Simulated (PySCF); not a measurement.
Isomers of C4H12N2OSi, one GFN2-xTB conformer each. Single-point energies are computed at PBE0/pcSseg-1 (PySCF, gas phase, no added dispersion term), electronic only.

Task: Rank them by PBE0/pcSseg-1 energy, lowest first (kJ/mol).
A. `[NH2:1][SiH:2]([NH2:3])[C@@H:4]1[CH2:5][CH2:6][CH2:7][O:8]1` with H–N1–Si2–N3 -158° and 67°, N1–Si2–N3–H 173° and -50°, N1–Si2–C4–C5 180°, Si2–C4–C5–C6 -149°, C4–C5–C6–C7 11°, C5–C6–C7–O8 13°, C6–C7–O8–C4 -34°
B. `[CH3:1][CH2:2][NH:3][C:4](=[O:5])[SiH2:6][NH:7][CH3:8]` with C1–C2–N3–C4 112°, C2–N3–C4–O5 4°, N3–C4–Si6–N7 35°, C4–Si6–N7–C8 56°
C. `[CH3:1][CH2:2][CH2:3][Si@H:4]([NH2:5])[NH:6][CH:7]=[O:8]` with C1–C2–C3–Si4 180°, C2–C3–Si4–N5 50°, C3–Si4–N5–H 59° and -166°, C3–Si4–N6–C7 175°, Si4–N6–C7–O8 -1°
D. `[CH3:1][C@H:2]([NH2:3])[CH2:4]/[CH:5]=[N:6]/[SiH2:7][OH:8]` with C1–C2–N3–H -62° and 178°, C1–C2–C4–C5 -63°, C2–C4–C5–N6 126°, C5–N6–Si7–O8 136°, N6–Si7–O8–H 39°
E. `[NH2:1][Si@@H:2]1[CH2:3][NH:4][CH2:5][CH2:6][CH2:7][O:8]1` with H–N1–Si2–C3 159° and -67°, N1–Si2–C3–N4 -67°, Si2–C3–N4–C5 -73°, C3–N4–C5–C6 75°, N4–C5–C6–C7 -74°
F. `[CH3:1][CH2:2][C:3](=[O:4])[Si@H:5]([NH2:6])[NH:7][CH3:8]` with C1–C2–C3–O4 -132°, C2–C3–Si5–N6 -77°, C3–Si5–N6–H 72° and -68°, C3–Si5–N7–C8 -174°
G. `[CH3:1][CH:2]([CH3:3])[NH:4][SiH2:5][NH:6][CH:7]=[O:8]` with C1–C2–N4–Si5 -84°, C2–N4–Si5–N6 -175°, N4–Si5–N6–C7 175°, Si5–N6–C7–O8 2°
H. `[CH2:1]=[N:2][NH:3][Si@@H:4]([CH3:5])[O:6][CH2:7][CH3:8]` with C1–N2–N3–Si4 174°, N2–N3–Si4–C5 54°, N3–Si4–O6–C7 -177°, Si4–O6–C7–C8 162°

Result: C (0.0), G (65.2), E (75.0), A (97.8), F (108.3), D (125.8), B (141.4), H (165.0).

As drawn, the lowest has a C=O bond and a C(=O)–N unit, which the highest lacks; the highest has a C=N bond, an N–N linkage and an Si–O bond, which the lowest lacks. Neighbours about 10 kJ/mol apart or less (CC(C)N[SiH2]NC=O and N[Si@@H]1CNCCCO1; N[SiH](N)[C@@H]1CCCO1 and CCC(=O)[Si@H](N)NC) can change places with a better method, another conformer or zero-point energy. GFN2-xTB itself gives, in the same order: 48.0, 0.0, 16.5, 87.6, 148.9, 48.8, 117.1, 106.2. GFN2-xTB puts CC(C)N[SiH2]NC=O lowest instead; measured from each level's own lowest isomer, the values differ by up to 77.0 kJ/mol (C[C@H](N)C/C=N/[SiH2]O: 48.8 against 125.8).

Task: Which frontier levels, dipoles and rotational constants go with these structures?

Result: 
```json
{"SMILES": "CCC[Si@H](N)NC=O", "HOMO (eV, PBE0/pcSseg-1)": "-7.35", "LUMO (eV)": "0.43", "dipole (D)": "2.89", "A, B, C (MHz)": "3629, 823.8, 758.3"}
{"SMILES": "CC(C)N[SiH2]NC=O", "HOMO (eV, PBE0/pcSseg-1)": "-6.91", "LUMO (eV)": "0.56", "dipole (D)": "4.33", "A, B, C (MHz)": "5015, 688.4, 648.5"}
{"SMILES": "N[Si@@H]1CNCCCO1", "HOMO (eV, PBE0/pcSseg-1)": "-5.78", "LUMO (eV)": "1.24", "dipole (D)": "0.59", "A, B, C (MHz)": "2362, 1576, 1165"}
{"SMILES": "N[SiH](N)[C@@H]1CCCO1", "HOMO (eV, PBE0/pcSseg-1)": "-6.98", "LUMO (eV)": "1.25", "dipole (D)": "1.24", "A, B, C (MHz)": "3392, 1074, 867.2"}
{"SMILES": "CCC(=O)[Si@H](N)NC", "HOMO (eV, PBE0/pcSseg-1)": "-6.29", "LUMO (eV)": "-0.94", "dipole (D)": "2.09", "A, B, C (MHz)": "2759, 1062, 841.5"}
{"SMILES": "C[C@H](N)C/C=N/[SiH2]O", "HOMO (eV, PBE0/pcSseg-1)": "-6.67", "LUMO (eV)": "-0.66", "dipole (D)": "2.27", "A, B, C (MHz)": "4505, 609.6, 567.1"}
{"SMILES": "CCNC(=O)[SiH2]NC", "HOMO (eV, PBE0/pcSseg-1)": "-6.64", "LUMO (eV)": "-0.08", "dipole (D)": "4.24", "A, B, C (MHz)": "2265, 1100, 833.5"}
{"SMILES": "C=NN[Si@@H](C)OCC", "HOMO (eV, PBE0/pcSseg-1)": "-6.43", "LUMO (eV)": "0.37", "dipole (D)": "1.84", "A, B, C (MHz)": "3175, 809.3, 693.6"}
```
